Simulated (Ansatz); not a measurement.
Cost and result for the atomization energy of `FC1OC(F)(F)C(F)(F)C1(F)F` (13 atoms, 13 bonds).

Cartesian coordinates in Å:
```
F -1.3435 -1.8680 0.3925
C -1.0318 -0.5869 0.6796
O -1.3901 0.2493 -0.3784
C -0.3154 0.5225 -1.1916
F -0.5479 1.6546 -1.8330
F -0.1278 -0.4459 -2.0966
C 0.8981 0.5962 -0.2347
F 2.0531 0.3089 -0.8244
F 0.9607 1.8249 0.2905
C 0.5017 -0.4281 0.8641
F 1.1422 -1.5804 0.6743
F 0.7850 0.0298 2.0903
H -1.5841 -0.2770 1.5674
```

Total charge 0; spin multiplicity 1. Geometry: relaxed with PBE0-D4/def2-TZVP. Program: Ansatz. All runs use 4 threads of an AMD EPYC 7R13 on a shared host and a share of an NVIDIA H100 80 GB. Times are those of one run each, without the atoms' runs, and a repeat can differ threefold. Electronic energies, without spin–orbit coupling; frozen cores. CCSD(T)/CBS adds CCSD(T) − MP2 in def2-TZVPP to the MP2 limit, and its time is that of the two runs behind it. T1 = 0.013. B3LYP takes the VWN-RPA correlation (the form of Gaussian; ORCA's B3LYP/G). HSE06 is the plane-wave form, built on full-range PBE exchange.

CCSD(T)/CBS is a level of theory with its own doubt, some kJ/mol a heavy atom from the limit and from the frozen cores, so smaller differences don't rank the functionals.

```json
{"level": "LDA (SPW92)/def2-TZVPP", "functions": "386", "wall time": "2.2 s"}
{"level": "revPBE-D4/def2-TZVPP", "functions": "386", "wall time": "2.6 s"}
{"level": "CAM-B3LYP-D4/def2-TZVPP", "functions": "386", "wall time": "2.6 s"}
{"level": "BLYP-D4/def2-TZVPP", "functions": "386", "wall time": "2.7 s"}
{"level": "B3LYP-D4/def2-TZVPP (with forces)", "functions": "386", "wall time": "2.8 s"}
{"level": "HSE06-D4/def2-TZVPP", "functions": "386", "wall time": "2.9 s"}
{"level": "CCSD(T)/def2-SVP", "functions": "173", "wall time": "3 s"}
{"level": "B2PLYP/def2-TZVPP", "functions": "386", "wall time": "3.3 s"}
{"level": "ωB97X-V/def2-TZVPP", "functions": "386", "wall time": "4.2 s"}
{"level": "ωB97M-V/def2-TZVPP (with forces)", "functions": "386", "wall time": "5.5 s"}
{"level": "MP2/def2-QZVPP", "functions": "714", "wall time": "6.5 s"}
{"level": "CCSD(T)/def2-TZVPP", "functions": "386", "wall time": "35 s"}
{"level": "CCSD(T)/CBS(def2)", "functions": "–", "wall time": "41 s"}
```

(1) What atomization energy does each give, and how far from CCSD(T)/CBS? (Estimate.)

## Answers

(1) The calculation gave: 
| level | atomization (kJ/mol) | difference from CCSD(T)/CBS | per bond |
| --- | --- | --- | --- |
| LDA (SPW92)/def2-TZVPP | 7012.6 | 1390.3 | 106.9 |
| revPBE-D4/def2-TZVPP | 5701.2 | 78.9 | 6.1 |
| CAM-B3LYP-D4/def2-TZVPP | 5677.5 | 55.2 | 4.2 |
| BLYP-D4/def2-TZVPP | 5665.2 | 42.9 | 3.3 |
| B3LYP-D4/def2-TZVPP (with forces) | 5576.9 | -45.4 | -3.5 |
| HSE06-D4/def2-TZVPP | 5711.9 | 89.6 | 6.9 |
| CCSD(T)/def2-SVP | 5353.4 | -268.9 | -20.7 |
| B2PLYP/def2-TZVPP | 5547.4 | -74.9 | -5.8 |
| ωB97X-V/def2-TZVPP | 5678.8 | 56.5 | 4.3 |
| ωB97M-V/def2-TZVPP (with forces) | 5673.8 | 51.5 | 4.0 |
| MP2/def2-QZVPP | 5856.7 | 234.4 | 18.0 |
| CCSD(T)/def2-TZVPP | 5452.7 | -169.6 | -13.0 |
| CCSD(T)/CBS(def2) | 5622.3 | 0.0 | 0.0 |

From PBE to PBE0 (25 % exact exchange), in def2-TZVPP and without D4, the atomization energy moves by −256.2 kJ/mol: exact exchange takes away binding that semilocal exchange gives to molecules. At CCSD(T), def2-SVP lies −268.9 kJ/mol from the extrapolated value and def2-TZVPP −169.6 kJ/mol: correlation converges slowly with the basis, and small sets miss more of it in the bonded molecule than in its fragments. Leaving LDA and LC-ωPBE aside and taking each functional with its dispersion term where it has one, the values, not all of them listed here, spread over 725.8 kJ/mol, from BHLYP-D4 to PBE-D4. LDA lies +1081.4 kJ/mol from PBE without D4, its usual overbinding.
